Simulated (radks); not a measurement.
Results of a calculation; reference values are marked as such.
Isoelectronic series with 21 electrons, each ion in its NIST ground configuration. Code: a radial shooting solver on a logarithmic mesh with Libxc functionals. Model: scalar-relativistic Kohn-Sham, BLYP, spin-unpolarised, spherical densities, point nucleus. Total energies (hartree) and mean radii <r> (bohr):

| ion | configuration | E (hartree) | 3d | 3p | 3s | 2p |
|---|---|---|---|---|---|---|
| Sc | [Ar] 3d1 4s2 | -764.31032 | 1.868 | 1.170 | 1.075 | 0.3077 |
| Fe5+ | [Ar] 3d3 | -1265.91017 | 0.8682 | 0.8123 | 0.7843 | 0.2355 |
| Ga10+ | [Ar] 3d3 | -1904.10181 | 0.5877 | 0.6074 | 0.6036 | 0.1904 |
| Kr15+ | [Ar] 3d3 | -2680.35476 | 0.4516 | 0.4852 | 0.4891 | 0.1595 |
| Nb20+ | [Ar] 3d3 | -3597.38568 | 0.3683 | 0.4038 | 0.4103 | 0.1370 |
| Pd25+ | [Ar] 3d3 | -4658.60784 | 0.3115 | 0.3455 | 0.3526 | 0.1198 |
| Sb30+ | [Ar] 3d3 | -5868.14153 | 0.2701 | 0.3017 | 0.3085 | 0.1063 |
| Ba35+ | [Ar] 3d3 | -7230.8896 | 0.2384 | 0.2674 | 0.2735 | 0.09541 |
| Pm40+ | [Ar] 3d3 | -8752.6529 | 0.2133 | 0.2399 | 0.2450 | 0.08640 |
| Dy45+ | [Ar] 3d3 | -10440.2875 | 0.1930 | 0.2172 | 0.2213 | 0.07882 |
| Lu50+ | [Ar] 3d3 | -12301.9161 | 0.1761 | 0.1982 | 0.2012 | 0.07235 |
| Os55+ | [Ar] 3d3 | -14347.2140 | 0.1619 | 0.1821 | 0.1839 | 0.06675 |
| Tl60+ | [Ar] 3d3 | -16587.8013 | 0.1497 | 0.1681 | 0.1688 | 0.06186 |
